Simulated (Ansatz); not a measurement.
Cost and result for the atomization energy of C₂H₇BSSi (12 atoms, 12 bonds).

```xyz
12

B     0.854    1.040    0.987
Si   -1.083    1.293    0.802
S    -0.107   -0.708    1.108
C    -0.215   -1.383   -0.522
C     0.637   -1.145   -1.506
H     1.588    1.128    0.051
H     1.265    1.247    2.093
H    -2.010    1.530    1.938
H    -1.852    1.164   -0.460
H    -1.050   -2.066   -0.636
H     1.468   -0.461   -1.393
H     0.508   -1.639   -2.462
```

The species carries charge 0 and has multiplicity 1. The bonds changed during the relaxation, so this is another structure than the one it started from. All single points use the PBE0-D4/def2-TZVP geometry. It is one conformer, not always the lowest. Program: Ansatz. All runs use 4 threads of an Intel Xeon Platinum 8488C on a shared host. Times are those of one run each, without the atoms' runs, and a repeat can differ threefold. Electronic energies, without spin–orbit coupling; frozen cores. CCSD(T)/CBS adds CCSD(T) − MP2 in def2-TZVPP to the MP2 limit, and its time is that of the two runs behind it. T1 = 0.013. B3LYP takes the VWN-RPA correlation (the form of Gaussian; ORCA's B3LYP/G).

CCSD(T)/CBS is a level of theory with its own doubt, some kJ/mol a heavy atom from the limit and from the frozen cores, so smaller differences don't rank the functionals.

| level | functions | wall time |
| --- | --- | --- |
| PBE-D4/def2-TZVPP (with forces) | 275 | 2.5 s |
| r2SCAN-D4/def2-TZVPP (with forces) | 275 | 4.3 s |
| PBE0-D4/def2-TZVPP | 275 | 6 s |
| B3LYP-D4/def2-TZVPP (with forces) | 275 | 6.5 s |
| B2PLYP/def2-TZVPP | 275 | 7.5 s |
| ωB97X-V/def2-TZVPP | 275 | 10 s |
| ωB97M-V/def2-TZVPP (with forces) | 275 | 14 s |
| MP2/def2-QZVPP | 521 | 34 s |
| CCSD(T)/def2-TZVPP | 275 | 110 s |
| CCSD(T)/CBS(def2) | – | 2.3 min |

(1) What atomization energy does each give, and how far from CCSD(T)/CBS? (Best estimate.)

## Answers

(1) Computed: 
```json
{"level": "PBE-D4/def2-TZVPP (with forces)", "atomization (kcal/mol)": "1040.8", "difference from CCSD(T)/CBS": "24.9", "per bond": "2.1"}
{"level": "r2SCAN-D4/def2-TZVPP (with forces)", "atomization (kcal/mol)": "1027.5", "difference from CCSD(T)/CBS": "11.6", "per bond": "1.0"}
{"level": "PBE0-D4/def2-TZVPP", "atomization (kcal/mol)": "1026.6", "difference from CCSD(T)/CBS": "10.7", "per bond": "0.9"}
{"level": "B3LYP-D4/def2-TZVPP (with forces)", "atomization (kcal/mol)": "1019.8", "difference from CCSD(T)/CBS": "3.9", "per bond": "0.3"}
{"level": "B2PLYP/def2-TZVPP", "atomization (kcal/mol)": "1005.9", "difference from CCSD(T)/CBS": "-10.0", "per bond": "-0.8"}
{"level": "ωB97X-V/def2-TZVPP", "atomization (kcal/mol)": "1022.0", "difference from CCSD(T)/CBS": "6.1", "per bond": "0.5"}
{"level": "ωB97M-V/def2-TZVPP (with forces)", "atomization (kcal/mol)": "1023.3", "difference from CCSD(T)/CBS": "7.4", "per bond": "0.6"}
{"level": "MP2/def2-QZVPP", "atomization (kcal/mol)": "1018.0", "difference from CCSD(T)/CBS": "2.1", "per bond": "0.2"}
{"level": "CCSD(T)/def2-TZVPP", "atomization (kcal/mol)": "990.7", "difference from CCSD(T)/CBS": "-25.2", "per bond": "-2.1"}
{"level": "CCSD(T)/CBS(def2)", "atomization (kcal/mol)": "1015.9", "difference from CCSD(T)/CBS": "0.0", "per bond": "0.0"}
```

In def2-TZVPP, CCSD(T) changes the Hartree–Fock value by +238.4 kcal/mol (the triples alone add +16.8 kcal/mol) and MP2 by +250.9 kcal/mol; breaking electron pairs costs correlation energy, which Hartree–Fock lacks. The D4 term adds +12.3 kcal/mol with B3LYP and +6.4 kcal/mol with PBE0; it sums over pairs of atoms, weighted by their polarisabilities, and B3LYP, whose exchange is more repulsive, gets the larger term. From PBE to PBE0 (25 % exact exchange), in def2-TZVPP and without D4, the atomization energy moves by −13.1 kcal/mol: exact exchange takes away binding that semilocal exchange gives to molecules.
